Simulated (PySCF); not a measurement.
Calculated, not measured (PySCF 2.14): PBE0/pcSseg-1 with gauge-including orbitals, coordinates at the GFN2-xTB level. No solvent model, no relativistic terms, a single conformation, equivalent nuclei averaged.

Scale: TMS for ¹H and ¹³C (reference shieldings calculated alike). Acid and N–H amide carbonyl carbons lie up to 10 ppm further downfield in solution (hydrogen bonding). Shifts are as computed. Against solution values, carbons near 30 ppm lie about +3 ppm off and those near 130 ppm about +5 ppm; carbons on Cl a further +6 ppm. Of 1211 compounds with measured shifts, 218 miss one by over three times the rms of a fit or turn the order of signals round; such compounds aren't used in these exercises. Carbons bonded to Cl come out too deshielded. OH and NH positions are gas-phase values without hydrogen bonding to other molecules.

(1) Order these molecules by the shift of their most shielded carbon-bound hydrogen, lowest δ first.
A. O=C(O)/C(=C/Cl)CCF
B. Fc1ccncc1
C. Nc1ccc(F)cc1
D. c1cocn1
E. C=C/C=C\C(F)(F)C(F)(F)F

(2) Order these molecules by the shift of their most deshielded carbon, lowest δ first.
A. c1cocn1
B. C=C/C=C\C(F)(F)C(F)(F)F
C. O=C(O)/C(=C/Cl)CCF
D. Fc1ccncc1

(3) How many ¹³C and ¹H signals does each give (equivalence by symmetry and fast rotation, but not about amide C–N or C=N bonds)? `Clc1ccc2cnccc2c1`, `O=C(O)/C(=C/Cl)CCF`, `Nc1ccc(F)cc1`, `C=C/C=C\C(F)(F)C(F)(F)F`, `Fc1ccncc1`, `c1cocn1`

Answers

(1) A (2.85 ppm, hydrogen on an allylic sp3 CH2), E (5.77 ppm, hydrogen on an alkene CH), C (6.64 ppm, hydrogen on an aromatic CH), B (7.18 ppm, hydrogen on an aromatic CH), D (7.50 ppm, hydrogen on an aromatic CH next to a ring nitrogen).

(2) B (149.6 ppm, alkene CH), A (155.6 ppm, aromatic CH between two ring heteroatoms), C (169.6 ppm, carboxylic acid carbon), D (179.6 ppm, aromatic carbon bearing fluorine).

(3) Clc1ccc2cnccc2c1: 9 C, 6 H; O=C(O)/C(=C/Cl)CCF: 5 C, 4 H; Nc1ccc(F)cc1: 4 C, 3 H; C=C/C=C\C(F)(F)C(F)(F)F: 6 C, 5 H; Fc1ccncc1: 3 C, 2 H; c1cocn1: 3 C, 3 H.
